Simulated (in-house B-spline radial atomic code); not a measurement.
## RPA and G0W0 on CAM-B3LYP: Ne8+

Configuration 1s2, mean-field start CAM-B3LYP. Computed with an all-electron radial atomic-structure program (B-spline basis): all electrons, non-relativistic, point nucleus, each spin shell either full or empty, empty states to l = 9 with an (l + 1/2)⁻⁴ tail; G0W0 by contour deformation at full frequency.

Relativity, left out, deepens the 1s level by about Z⁴α²/8 hartree.

Command:
```bash
python run_gw.py task.json out
```
Settings (radii: box in bohr, nucleus in fm):
```
Z                        10
electrons                2
configuration            1s2
hamiltonian              nr
method                   camb3lyp
lmax                     9
spin_polarised           False
box_radius               7.7
intervals                44
ion_configuration        1s1
```

Run time, properties included: 0.4 s on 1 thread of Intel(R) Xeon(R) 6975P-C (shared host).

Energies (hartree):

```json
{"term": "mean-field total", "value": "-93.84628"}
{"term": "Hartree-Fock functional on these orbitals", "value": "-93.86016"}
{"term": "direct second order", "value": "-0.092711"}
{"term": "second-order exchange", "value": "0.046356"}
{"term": "SOSEX correction", "value": "0.045175"}
```

**Question.** What is the RPA correlation energy, and what remains with SOSEX?

**Answer.** RPA gives -0.090347 hartree (-1.23 eV per electron); RPA + SOSEX gives -0.045172, and the second-order doubles -0.046355 hartree (no singles). SOSEX takes back 50 % of the RPA value, the self-correlation of each of the two electrons.

Quasi-particle levels (eV):

| level | occupied | mean field | Σx - vxc | Σc | QP weight | G0W0 |
| --- | --- | --- | --- | --- | --- | --- |
| 1s | yes | -1149.41 | -45.73 | ? | ? | ? |
| 2s | no | -254.30 | 15.88 | -0.22 | 1.000 | -238.64 |

G0W0 = mean field + (Σx - vxc) + Σc, with Σc (partial-wave tail included) taken at the quasi-particle energy.

**Question.** Where does G0W0 put 1s?

**Answer.** At -1194.55 eV, with Σc = 0.59 eV and a quasi-particle weight of 0.997. The tabulated removal energy is 1195.808 eV (NIST, tabulated theory).

**Question.** What does it cost to remove one electron (to 1s1) by differences of total energies, each species on its own start (correlation terms add to the Hartree-Fock functional)?

**Answer.** CAM-B3LYP 1194.25 eV, Hartree-Fock functional 1193.51 eV, + RPA 1195.34 eV, + RPA + SOSEX 1194.74 eV, + second order 1194.77 eV. Tabulated: 1195.808 eV (NIST, tabulated theory).
